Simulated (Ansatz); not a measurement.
Geometry optimisation, Ansatz 0.2.0, RKS PBE-D4/STO-3G.

Input file:

```yaml
crystal:
  periodic: [false, false, false]
  atoms:
    - { symbol: B, position_ang: [0.3207, -0.9241, -1.4685] }
    - { symbol: C, position_ang: [-0.1029, -0.3605, -0.0149] }
    - { symbol: C, position_ang: [0.3656, -1.3582, 1.0165] }
    - { symbol: Cl, position_ang: [-0.016, -0.8347, 2.663] }
    - { symbol: O, position_ang: [0.5299, 0.8865, 0.195] }
    - { symbol: C, position_ang: [-0.3717, 1.9694, -0.033] }
    - { symbol: H, position_ang: [0.9776, -0.2239, -2.1901] }
    - { symbol: H, position_ang: [-0.1102, -1.8971, -1.8711] }
    - { symbol: H, position_ang: [-1.2089, -0.302, 0.1046] }
    - { symbol: H, position_ang: [1.5093, -1.4361, 1.0227] }
    - { symbol: H, position_ang: [-0.0476, -2.365, 0.8639] }
    - { symbol: H, position_ang: [-1.1776, 1.9572, 0.731] }
    - { symbol: H, position_ang: [-0.8297, 1.9343, -1.0813] }
    - { symbol: H, position_ang: [0.1486, 2.9251, 0.0911] }
basis:
  gaussian: { orbitals: STO-3G }
hamiltonian:
  xc: pbe
  dispersion: d4
relax:
  f_tol: 0.02
  max_steps: 50
```

Run as:

```bash
$ ansatz run input.yaml --threads 1 --pin off --max-ram 2048MiB --backend cpu --events-out ev --progress --plain --runs-dir out
```

Problem. Where does it end, and by what steps?

Solution. The run converged. Limits of this set-up: minimal basis. After 23 steps the energy has fallen by 2.026 eV; H8 moved furthest, 1.84 Å. Joined: B1–O5.

```
step  energy less start (eV)  largest force component (eV/Å)  accepted
   0                  0.0000                           3.080       yes
   1                 -0.3328                           1.740       yes
   2                 -0.5239                           0.675       yes
   3                 -0.5758                           0.222       yes
   4                 -0.5992                           0.304       yes
   5                 -0.6053                           0.365       yes
   6                 -0.6141                           0.194       yes
   7                 -0.6195                           0.211       yes
   8                 -0.6193                           0.771        no
   9                 -0.6310                           0.229       yes
  10                 -0.6433                           0.317       yes
  11                 -0.6669                           0.727       yes
  12                 -0.7149                           1.071       yes
  13                 -0.8487                           1.332       yes
  14                 -1.0926                           1.244       yes
  15                 -1.6106                           1.145       yes
  16                 -1.8297                           1.445       yes
  17                 -1.9388                           1.071       yes
  18                 -1.9951                           0.385       yes
  19                 -2.0026                           0.401       yes
  20                 -2.0223                           0.149       yes
  21                 -2.0254                           0.037       yes
  22                 -2.0262                           0.043       yes
  23                 -2.0264                           0.012       yes
```

```xyz
14
Properties=species:S:1:pos:R:3
B 0.423 -0.413 -1.370
C -0.336 -0.645 0.008
C 0.189 -1.557 1.116
Cl -0.150 -0.875 2.820
O 0.570 0.609 -0.124
C -0.253 1.867 -0.202
H -0.186 0.032 -2.271
H 1.445 -0.963 -1.554
H -1.399 -0.355 0.145
H 1.289 -1.699 1.043
H -0.321 -2.545 1.063
H -0.609 2.106 0.825
H -1.110 1.749 -0.902
H 0.435 2.660 -0.569
```

Time of the run: 2.5 min on 1 thread of Arm Neoverse N1, on a shared host, peak memory 0.15 GiB.
